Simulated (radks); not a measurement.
Spherical quantum dot in the effective-mass picture: electrons in a well V = -V0 / (1 + exp((r - R)/a)) with V0 = 11.3, R = 4.01, a = 0.21, all in effective atomic units (hartree* = m*/eps^2 hartree, bohr* = eps/m* bohr), one dielectric constant everywhere. Calculated with a radial shooting solver with Libxc functionals: non-relativistic Kohn-Sham, LDA (Slater exchange, Perdew-Wang correlation), spin-polarised, spherical densities. Levels are named by radial order and angular momentum (1s, 1p, 1d, 2s, ...), and open shells are averaged over m.

N = 29, configuration 1s2 1p6 1d10 1f(up 7, down 4). This is the lowest configuration that the search found. Occupied and some empty levels:

level,occupation,eigenvalue (hartree*),<r> (bohr*)
1s up,1,-1.8508,2.763
1s down,1,-1.8253,2.756
1p up,3,-1.6962,2.860
1p down,3,-1.6695,2.856
1d up,5,-1.4257,2.949
1d down,5,-1.3981,2.947
1f up,7,-1.0546,3.028
1f down,4,-1.0265,3.028
2s up,0,-0.71734,1.861
2s down,0,-0.70757,1.859
1g up,0,-0.59269,3.099
1g down,0,-0.56433,3.099
2p up,0,-0.22066,2.201
2p down,0,-0.20720,2.199

Energy (hartree*): total -167.306, kinetic 27.604, external -314.07, Hartree 131.83, exchange-correlation -12.677.

Electron density:

r (bohr*),n(r) (e/bohr*^3)
0.120,0.003277
0.421,0.004193
0.721,0.006651
1.02,0.01198
1.32,0.02268
1.62,0.04236
1.93,0.07476
2.23,0.1205
2.53,0.1709
2.83,0.2029
3.13,0.1859
3.43,0.1162
3.73,0.04199
4.03,0.007884
4.33,0.0008978
4.63,0.00008268
4.93,7.513e-06
5.23,7.084e-07
5.54,7.075e-08
5.84,7.429e-09
